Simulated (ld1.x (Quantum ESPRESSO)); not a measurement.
germanium, PAW: configuration errors across variants

| Property | Result |
| --- | --- |
| Element | germanium (Ge) |
| Generator | ld1.x (Quantum ESPRESSO) 7.5 |
| Type | PAW |
| Functional | PBE |
| Relativity | scalar-relativistic |
| Frozen core | [Ar] 3d10 |
| Valence charge | 4 |
| Reference configuration | 4s2 4p1 (charge +1) |
| Partial waves | 4s (bound): rcut 1.40, rcutus 1.75 bohr; 4s channel at -0.75 Ry: rcut 1.40, rcutus 1.75 bohr; 4p (bound): rcut 1.90, rcutus 2.10 bohr; 4p channel at -0.5 Ry: rcut 1.90, rcutus 2.10 bohr |
| Local potential | all-electron potential smoothed inside 1.50 bohr (lloc = -2) |
| Core correction | a·sin(br)/r model core inside 1.40 bohr |
| Augmentation charge | PSQ, inside the norm-conserving radii |

All-electron excitation energies from the reference (eV): (1) 4s2 4p2 -7.444; (2) 4s2 4p0 15.439; (3) 4s1 4p0 50.230; (4) 4s2 4p2.3 -8.328; (5) 4s1 4p3 0.528; (6) 4s0 4p4 8.751; (7) 4s2 4p1.5 -4.642.

Tests that are not counted but printed errors over 1 eV. “core correction a·sin(br)/r model core, default radius (ld1.x builds one for every PAW set, though the input has nlcc=.false.)”: 4s1 4p0 (pseudo-atom not self-consistent, printed error -7.6 eV).

Errors AE − PS in meV (a dash: test not solved or not reliable):

```tsv
change	(1)	(2)	(3)	(4)	(5)	(6)	(7)	bound ghosts
base	-4.7	-26	-249	-6.1	-2.6	-22	-1.6	none
core correction a·sin(br)/r model core, default radius (ld1.x builds one for every PAW set, though the input has nlcc=.false.)	-7.4	-7.5	–	-8.3	+0.1	-6.7	-3.8	none
core correction a·sin(br)/r model core inside 0.66 bohr	-4.7	-26	-249	-6.1	-2.6	-22	-1.6	none
core correction a·sin(br)/r model core inside 0.88 bohr	-4.7	-26	-249	-6.1	-2.6	-22	-1.6	none
core correction a·sin(br)/r model core inside 1.06 bohr	-4.7	-26	-249	-6.1	-2.6	-22	-1.6	none
core correction a·sin(br)/r model core inside 1.24 bohr	-4.7	-26	-249	-6.1	-2.6	-22	-1.6	none
core correction a·sin(br)/r model core inside 1.36 bohr	-4.7	-26	-249	-6.1	-2.6	-22	-1.6	none
core correction a·sin(br)/r model core inside 1.54 bohr	-4.7	-26	-250	-6.1	-2.6	-22	-1.6	none
core correction a·sin(br)/r model core inside 1.98 bohr	-4.3	-26	-251	-5.6	-1.9	-20	-1.4	none
core correction a·sin(br)/r model core inside 2.14 bohr	-3.4	-26	-252	-4.4	-0.9	-17	-1.2	none
```

Question: Give the same row for: core correction a·sin(br)/r model core inside 1.74 bohr.

Answer: -4.7, -26, -250, -6.1, -2.4, -21, -1.6; bound ghosts: none.
